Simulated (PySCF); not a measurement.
Compound: C₂H₁₀Si₂.
Numbering: `[CH3:1][SiH2:2][CH2:3][SiH3:4]` (hydrogens: H5, H6, H7 on C1; H8, H9 on Si2; H10, H11 on C3; H12, H13, H14 on Si4)

The calculation used PBE0-D3(BJ)/def2-SVP geometry optimisation, gas phase in PySCF.

Question: What internal coordinates does the optimisation give?

Answer: 
```tsv
bond	length (Å)	order
C1–Si2	1.879	single
Si2–C3	1.886	single
C3–Si4	1.880	single
C1–H5, C1–H6, C1–H7	1.101	single
Si2–H8, Si2–H9	1.498	single
C3–H10, C3–H11	1.104	single
Si4–H12, Si4–H13, Si4–H14	1.496	single
```

Bonds in one row agree within 0.01 Å and their mean is given. Orders are formal, as drawn. A selection of angles:
```tsv
angle	degrees
Si2–C1–H5	110.8
H5–C1–H6	107.9
C1–Si2–C3	111.6
C1–Si2–H8	109.6
C3–Si2–H8	109.4
H8–Si2–H9	107.6
Si2–C3–Si4	115.6
Si2–C3–H10	108.2
Si2–C3–H11	109.0
Si4–C3–H10	108.4
Si4–C3–H11	108.6
H10–C3–H11	106.7
C3–Si4–H12	110.4
C3–Si4–H13	110.5
H12–Si4–H13	108.0
```

Dihedral angles: C1–Si2–C3–Si4 -61° (synclinal). The mirror-image conformer, all signs reversed, is as good.

Si2 (SiH2 silicon) is tetrahedral (angles from 107.6° to 111.6°). Of the pairs four or more bonds apart, Si4···H7 is among the closest relative to their van der Waals radii: 3.45 Å, 105 % of the sum of Bondi's values. Si4 (SiH3 silicon) is tetrahedral (angles from 108.0° to 111.3°).

Point group: C1 (no symmetry element, even within 0.4 Å). No PBE0-D3(BJ)/def2-SVP frequencies stand behind this structure, so it isn't proved a minimum. The numbers are those of one conformer.
